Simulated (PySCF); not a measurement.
**A single-point calculation**

[OsO3Cl]+ (singlet). PySCF 2.14.0, RKS B3LYP, Os def2-SVP with ECP60, O def2-SVP, Cl def2-SVP; non-relativistic Hamiltonian with scalar-relativistic core potentials where named; density fitting; no spin-orbit coupling. Purpose: singlet excitations, Tamm-Dancoff B3LYP.

```python
mol = gto.M(atom='''
Os     0.29606     0.37965     0.00000
O      1.96610     0.35004     0.00000
O     -0.36166     1.91241    -0.00000
O     -0.80271    -1.06049    -0.00000
Cl    -1.19179    -2.66685    -0.00000''',
    basis={'Os': 'def2-SVP', 'O': 'def2-SVP', 'Cl': 'def2-SVP'},
    ecp={'Os': 'def2-SVP'},
    charge=1, spin=0)
mf = dft.RKS(mol, xc='B3LYP')
mf.grids.atom_grid = (50, 194)
mf = mf.density_fit()  # fitting sets: Os def2-universal-JKFIT, O def2-universal-JKFIT, Cl def2-universal-JKFIT
mf.conv_tol = 1e-08; mf.max_cycle = 55
mf.kernel(dm0)  # dm0: converged density of the relaxed state
td = mf.TDA(); td.nstates = 8; td.kernel()
```

Run from Python with OMP_NUM_THREADS=2; the lines above give its settings. Where DIIS fails, smearing, a level shift and second-order steps follow.
It took 17 s on 2 threads of Arm Neoverse V1 (shared host), from an already converged density.

(1) Where do the frontier levels lie, over both spins?

(2) What are the Mulliken charges and spins?

(3) Which singlet excitations follow (Tamm-Dancoff, 8 states)?

The geometry was relaxed with B3LYP (Os def2-SVP with ECP60, O def2-SVP, Cl def2-SVP).

Results:

(1) HOMO -14.73 eV, LUMO -11.40 eV. 

(2) 
| atom | charge (e) | spin (e) |
| --- | --- | --- |
| Os1 | 1.261 | 0.000 |
| O2 | -0.152 | 0.000 |
| O3 | -0.139 | 0.000 |
| O4 | -0.457 | 0.000 |
| Cl5 | 0.488 | 0.000 |

(3) 
```
state    eV  oscillator strength
    1  1.66               0.0003
    2  2.22               0.0000
    3  2.34               0.0001
    4  3.18               0.0002
    5  3.38               0.0026
    6  3.49               0.0033
    7  3.71               0.0001
    8  3.75               0.0231
```
Functionals without range separation put charge-transfer states too low; the basis has no diffuse functions.
